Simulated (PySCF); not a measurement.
Cl3Tl. Atoms are numbered in the order given.

```xyz
4

Tl     0.0000     0.0000     0.0000
Cl     2.4140     0.0000     0.0000
Cl    -1.2070     2.0906     0.0000
Cl    -1.2070    -2.0906     0.0000
```

Geometry: B3LYP-D3(BJ)/def2-SVP. The def2 effective core potentials stand for the cores of Tl; spin–orbit coupling is left out.

Computed with PySCF with HF/def2-TZVPD.

Gas-phase values at a fixed geometry.

```yaml
total_energy: -1550.14132 hartree
point_group: D3h
highest_occupied_level: -12.52 eV
lowest_empty_level: -1.06 eV
orbital_gap: 11.46 eV
dipole_moment: 0.00 D
quadrupole, principal values (traceless, Buckingham form, about the centre of nuclear charge): -5.67, -5.67, 11.33 D·Å
mean_static_polarisability: 82.7 bohr³ (12.25 Å³)
polarisability_principal_values: 54.7, 96.7, 96.7 bohr³
```
